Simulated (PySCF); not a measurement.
C₃H₈ClNSi, SMILES C/N=C/[Si@@H](C)Cl. Atoms are numbered in the order given.

```xyz
14

C      2.9546    -1.3191     0.7901
N      1.7382    -1.0275     0.0863
C      1.1174     0.0522     0.3365
Si    -0.4585     0.3972    -0.6394
C     -1.1884    -1.1942    -1.2630
Cl    -1.7808     1.3598     0.6511
H      3.2468    -0.5411     1.5232
H      3.7712    -1.4517     0.0616
H      2.8489    -2.2844     1.3114
H      1.4960     0.7765     1.0945
H     -0.1699     1.3619    -1.7412
H     -1.5109    -1.8176    -0.4159
H     -2.0495    -1.0168    -1.9233
H     -0.4106    -1.7451    -1.8139
```

Coordinates come from a PBE0-D3(BJ)/def2-SVP optimisation. The structure was generated by enumeration; whether it is a known compound was not checked. One conformer was computed; it need not be the lowest.

These are TDA-PBE0/def2-SVPD (PySCF 2.14.0) values and carry that method's errors.

Vertical excitations. The molecule is in vacuum.

```csv
state,energy (eV),λ (nm),f,main pairs
S1,4.40,282,0.004,HOMO→LUMO 98 %
S2,6.45,192,0.042,"HOMO−1→LUMO 80 %, HOMO−3→LUMO 13 %"
S3,6.49,191,0.000,HOMO−2→LUMO 76 %
S4,6.69,185,0.004,HOMO→LUMO+1 87 %
S5,7.03,176,0.072,HOMO→LUMO+2 93 %
S6,7.43,167,0.025,HOMO→LUMO+3 86 %
S7,7.52,165,0.201,"HOMO−4→LUMO 19 %, HOMO−3→LUMO 16 %, HOMO→LUMO+4 16 %, HOMO−2→LUMO 13 %"
S8,7.53,165,0.065,"HOMO−4→LUMO 58 %, HOMO−3→LUMO 24 %"
S9,7.63,162,0.161,HOMO→LUMO+4 75 %
S10,7.82,159,0.013,HOMO−1→LUMO+1 82 %
T1,3.49,355,0,HOMO→LUMO 96 %
T2,4.54,273,0,"HOMO−3→LUMO 45 %, HOMO−1→LUMO 32 %, HOMO−2→LUMO 13 %"
T3,6.03,206,0,"HOMO−2→LUMO 56 %, HOMO−3→LUMO 20 %, HOMO−4→LUMO 11 %"
T4,6.31,196,0,"HOMO−1→LUMO 64 %, HOMO−3→LUMO 20 %, HOMO−2→LUMO 11 %"
```
Triplets are in the Tamm–Dancoff approximation.
